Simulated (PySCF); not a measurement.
**How methods differ on the excitation energy of I⁺**

I⁺ [Kr] 4d10 5s2 5p4 (3P) → I⁺ [Kr] 4d10 5s1 5p5 (3P), as a difference of total energies. Computed with PySCF 2.14 in def2-QZVPPD with the def2 core potential (28 electrons) (8s7p5d4f1g, 91 functions), with a scalar-relativistic core potential. Correlated levels: valence: 4s2 4p6 4d10 frozen. The calculations carry no spin-orbit coupling.

| method | excitation energy (eV) |
| --- | --- |
| UHF | 12.022 |
| MP2 (valence) | 11.055 |
| SCS-MP2 (valence) | 10.927 |
| CCSD (valence) | 10.197 |
| CCSD(T) (valence) | 9.750 |

Question: How much does correlation contribute at CCSD(T) (valence)?

Answer: 9.750 − (12.022) = -2.272 eV, measured against UHF.

Errors of the correlated levels include the incompleteness of this basis and the frozen core.

The coupled-cluster amplitudes are large for the upper state (T1 above 0.03 or a double amplitude above 0.15), so a single reference is strained.

For comparison: 9.986 eV (measured; NIST levels, between the centres of gravity of the two terms).
